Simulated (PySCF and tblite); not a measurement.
The numbers below are computed, except where a source is named.
C5H10O2, numbered as in [CH3:1][O:2][C:3](=[O:4])[CH:5]([CH3:6])[CH3:7].

The ensemble was built from 90 distance-geometry starts (ETKDG and KDG, MMFF94s, GFN2-xTB) and rests on GFN2-xTB geometries. Energies: B3LYP-D3(BJ)/def2-SVP (IEF-PCM, chloroform), with GFN2-xTB thermal terms (modes under about 100 cm⁻¹ blended into free rotors). Symmetry numbers and mirror images are counted. Conformers within 3 kcal/mol (GFN2-xTB free energy) were kept, 10 at most. GIAO shieldings: wB97X-D/pcSseg-1 (IEF-PCM, chloroform). Shifts are against TMS (¹H), TMS (¹³C) at the same level. Programs: PySCF with density fitting and tblite.

Torsions listed: C1–O2–C3–O4, O2–C3–C5–C6. Of a mirror pair one member is shown.

```csv
conformer,shape,symmetry,E(GFN2) kcal/mol,E(DFT) kcal/mol
1,"0°, 139°",C1 (pair),0.00,0.00
2,"0°, -61°",Cs,0.19,0.24
```

Q: How much do the weights at 298.15 K and the averaged shift of C5 depend on how the conformers are weighted?

A: 
| weighting | 1 (%) | 2 (%) | δ (ppm) | rms dipole (D) |
| --- | --- | --- | --- | --- |
| DFT energy with thermal terms, symmetry and mirror images (full scheme) | 87 | 13 | 39.9 | 2.03 |
| DFT energy with symmetry and mirror images | 75 | 25 | 40.3 | 2.05 |
| bare DFT energy | 60 | 40 | 40.6 | 2.08 |
| GFN2-xTB energy with symmetry and mirror images | 73 | 27 | 40.3 | 2.05 |
| GFN2-xTB free energy | 86 | 14 | 40.0 | 2.03 |
| leading conformer alone | 100 | 0 | 39.6 | 2.01 |
| equal weights | 50 | 50 | 40.9 | 2.09 |

The largest departure from the full scheme, 0.9 ppm, comes with: equal weights.


Conformer gaps in def2-SVP on xTB geometries can be 2 kcal/mol too large for S=O, P=O and other polar bonds.